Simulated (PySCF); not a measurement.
Be(I)(Me), SMILES [CH3][Be][I], singlet (PBE0/def2-SVP optimised geometry):

```
6

Be    -0.047     0.147     0.000
I      2.136     0.147     0.000
C     -1.719     0.152     0.005
H     -2.125     0.461     0.984
H     -2.136    -0.846    -0.216
H     -2.131     0.846    -0.748
```

Level of theory: PBE0/def2-TZVP, def2 effective core potentials past Kr (PySCF).

Question: What are the frontier orbital energies and the dipole moment?

Answer: HOMO-2 -8.79 eV, HOMO-1 -7.92 eV, HOMO -7.92 eV, LUMO -0.32 eV, LUMO+1 -0.31 eV; dipole moment 0.99 D.

On the same geometry PBE/def2-TZVP, def2 effective core potentials past Kr (PySCF) gives HOMO-2 -7.43 eV, HOMO-1 -6.81 eV, HOMO -6.81 eV, LUMO -1.11 eV, LUMO+1 -1.11 eV; dipole moment 0.88 D.
